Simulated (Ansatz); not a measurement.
Relaxation of BClH6N2 (10 atoms, charge 0, multiplicity 1), to a largest force component of 0.03 eV/Å in at most 50 steps.

The calculation used Ansatz, RKS B3LYP-D4/6-31G*.

```xyz
10
Properties=species:S:1:pos:R:3:forces:R:3
B -0.020 0.625 -0.551 0.01 -0.16 -0.70
Cl -0.041 0.119 2.485 -0.09 0.69 -0.25
N 1.231 0.016 -0.793 -0.02 0.02 0.02
H 1.340 -0.952 -1.060 0.02 0.01 0.01
H 2.098 0.462 -0.537 0.00 -0.03 0.00
N -1.268 0.015 -0.804 -0.03 0.06 0.00
H -1.386 -0.945 -1.095 0.00 0.02 0.00
H -2.138 0.504 -0.660 0.01 -0.06 0.01
H -0.024 1.763 -0.179 -0.01 0.21 0.17
H -0.144 1.044 1.530 0.09 -0.74 0.74
```

Q: Where does it end, and by what steps?

A: The run converged. After 16 steps the energy has fallen by 0.411 eV; H10 moved furthest, 1.14 Å.

| step | energy less start (eV) | largest force component (eV/Å) | accepted |
| --- | --- | --- | --- |
| 0 | 0.0000 | 0.744 | yes |
| 1 | -0.0872 | 0.756 | yes |
| 2 | -0.0977 | 1.253 | yes |
| 3 | -0.1265 | 0.810 | yes |
| 4 | -0.1485 | 0.132 | yes |
| 5 | -0.1504 | 0.294 | yes |
| 6 | -0.1558 | 0.074 | yes |
| 7 | -0.1675 | 0.589 | yes |
| 8 | -0.1969 | 0.681 | yes |
| 9 | -0.2580 | 0.565 | yes |
| 10 | -0.3365 | 0.371 | yes |
| 11 | -0.3723 | 0.430 | yes |
| 12 | -0.3832 | 0.489 | yes |
| 13 | -0.4039 | 0.326 | yes |
| 14 | -0.4080 | 0.165 | yes |
| 15 | -0.4105 | 0.067 | yes |
| 16 | -0.4111 | 0.021 | yes |

```xyz
10
Properties=species:S:1:pos:R:3
B 0.163 0.807 -0.777
Cl -0.664 0.005 2.817
N 1.328 0.070 -1.034
H 1.425 -0.924 -0.878
H 2.196 0.521 -1.283
N -1.041 0.176 -0.276
H -1.184 -0.818 -0.425
H -1.912 0.684 -0.377
H 0.165 1.993 -0.923
H -0.828 0.137 1.492
```

Whether the end is a true minimum wasn't checked by a vibrational analysis.

The run took 62 s on 1 thread of Arm Neoverse V1 (shared host), peak memory 0.17 GiB.
